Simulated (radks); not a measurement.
Species: the palladium ion Pd3.75+. Configuration: [Kr] 4d(up 4.5, down 1.75) (fractional occupations, a model configuration). Method: scalar-relativistic Kohn-Sham, PBE, spin-polarised, spherical densities, finite nucleus; Fermi nuclear charge, rms radius 4.5318 fm; computed with a radial shooting solver on a logarithmic mesh with Libxc functionals.

Normalised radial functions P(r) = r R(r), r in bohr:

| r | 4d down |
|---|---|
| 0.002403 | 0.0000 |
| 0.003129 | 0.0000 |
| 0.004042 | 0.0001 |
| 0.005263 | 0.0001 |
| 0.006853 | 0.0003 |
| 0.008923 | 0.0006 |
| 0.01162 | 0.0013 |
| 0.01513 | 0.0027 |
| 0.0197 | 0.0055 |
| 0.02565 | 0.0111 |
| 0.0334 | 0.0216 |
| 0.04315 | 0.0402 |
| 0.05618 | 0.0733 |
| 0.07316 | 0.1271 |
| 0.09526 | 0.2067 |
| 0.124 | 0.3096 |
| 0.1615 | 0.4169 |
| 0.2103 | 0.4861 |
| 0.2739 | 0.4563 |
| 0.3566 | 0.2739 |
| 0.4606 | -0.0512 |
| 0.5998 | -0.4629 |
| 0.781 | -0.8115 |
| 1.017 | -0.9601 |
| 1.324 | -0.8709 |
| 1.724 | -0.6257 |
| 2.245 | -0.3520 |
| 2.924 | -0.1468 |
| 3.807 | -0.0410 |

4d down: eigenvalue -51.924 eV, 1 radial node at r = 0.445 bohr, <r> = 1.27 bohr, 90 % of the charge inside 1.95 bohr.
